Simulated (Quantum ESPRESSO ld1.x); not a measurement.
The numbers below are computed, except where a source is named.
Task: All-electron atom: Sm IV in [Xe] 4f4.5 6p0.5 (fractional occupations, a model configuration). Code: ld1.x of Quantum ESPRESSO 7.5. Model: scalar-relativistic Kohn-Sham, LDA (Slater exchange, VWN5 correlation), spin-polarised, spherical densities, point nucleus; open shells are filled with parallel spins first. Some entries of the table are withheld. Estimate them.

orbital,occ.,eigenvalue (eV),<r> (bohr)
1s up,1,-46671.4,0.02276
1s down,1,-46671.4,0.02276
2s up,1,-7659.03,0.09708
2s down,1,-7658.97,0.09707
2p up,3,-6839.04,0.08551
2p down,3,-6838.99,0.08550
3s up,1,-1708.68,0.2553
3s down,1,-1707.00,0.2552
3p up,3,-1452.35,0.2536
3p down,3,-1450.68,0.2535
3d up,5,-1104.31,0.2312
3d down,5,-1103.00,0.2310
4s up,1,-370.821,0.5782
4s down,1,-366.926,0.5782
4p up,3,-286.286,0.6115
4p down,3,-282.422,0.6117
4d up,5,-167.580,0.6657
4d down,5,-163.788,0.6666
5s up,1,-76.0675,1.354
5s down,1,-74.0664,1.368
5p up,3,-54.2736,(1)
5p down,3,-52.7171,(2)
4f up,4.5,-39.5516,0.8671
4f down,0,-36.1526,0.8887
6p up,0.5,-18.8153,3.644
6p down,0,-18.0386,3.695

Result: 
(1) 5p up <r> (bohr): 1.549
(2) 5p down <r> (bohr): 1.567
